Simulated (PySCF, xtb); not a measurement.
C3H9FSi2, SMILES F[C@]1([SiH3])C[C@H]1[SiH3].

Harmonic wavenumbers (cm⁻¹) from xtb with GFN2-xTB at its own minimum, in rising order: 46, 83, 135, 156, 228, 287, 328, 395, 511, 531, 559, 563, 580, 716, 756, 764, 771, 781, 790, 804, 865, 932, 964, 1029, 1043, 1063, 1150, 1256, 1364, 1456, 2251, 2255, 2259, 2276, 2283, 2286, 3016, 3075, 3084.

Q: What does r2SCAN-D4/def2-SVP (PySCF) give at its own minimum? (The exact figures need the calculation; the answer reports its results.)

A: 73, 119, 147, 164, 215, 265, 326, 397, 524, 587, 620, 657, 684, 724, 865, 896, 904, 924, 931, 939, 942, 947, 956, 1003, 1049, 1053, 1171, 1253, 1324, 1442, 2217, 2224, 2225, 2232, 2242, 2243, 3115, 3132, 3222. Paired by order, the mean absolute difference is 51 cm⁻¹ and the zero-point energies are 62.5 and 64.3 kcal/mol.
